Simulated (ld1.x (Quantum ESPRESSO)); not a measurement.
## Fe: excitation energies, all-electron against TM

- Element: iron
- Generator: ld1.x (Quantum ESPRESSO) 7.5
- Type: norm-conserving Troullier–Martins (Kleinman–Bylander form)
- Functional: LDA (PZ)
- Relativity: scalar-relativistic
- Frozen core: [Ar]
- Valence charge: 8
- Reference configuration: 3d6 4s1 4p0 (charge +1)
- Partial waves: 4s (bound): rc 1.75 bohr; 3d (bound): rc 0.90 bohr; 4p (bound, empty): rc 2.00 bohr
- Local potential: the p channel
- Core correction: a·sin(br)/r model core, default radius (core density twice the valence density)

Energies are relative to the spin-unpolarised reference configuration 3d6 4s1 4p0; without spin polarisation the order of configurations can differ from experiment. Spin-polarised rows fill each open shell by Hund’s rule, majority spin first. Not all tests gave a result: 3 of 9 tests not solved or not reliable.

Q: Give the all-electron excitation energy and the error of the potential for: 3d6 4s0 4p0; 3d6 4s0 4p2; 3d4 4s0 4p0; 3d5 4s2 4p0; 3d5 4s2 4p1; 3d6 4s2 4p0 (spin-polarised).

A:

| valence configuration | charge | ΔE all-electron (eV) | error AE − PS (meV) |
| --- | --- | --- | --- |
| 3d6 4s0 4p0 | +2 | 16.492 | -17 |
| 3d6 4s0 4p2 | 0 | -0.368 | -1.2 |
| 3d4 4s0 4p0 | +4 | 104.399 | -3081 |
| 3d5 4s2 4p0 | +1 | 5.495 | -593 |
| 3d5 4s2 4p1 | 0 | -0.119 | -618 |
| 3d6 4s2 4p0 (spin-polarised) | 0 | -12.370 | +276 |

Note: ghost state, extra bound levels that the all-electron valence spectrum of the same l lacks: s at -8698.2 eV. A true bound ghost makes a file unfit for plane-wave use.
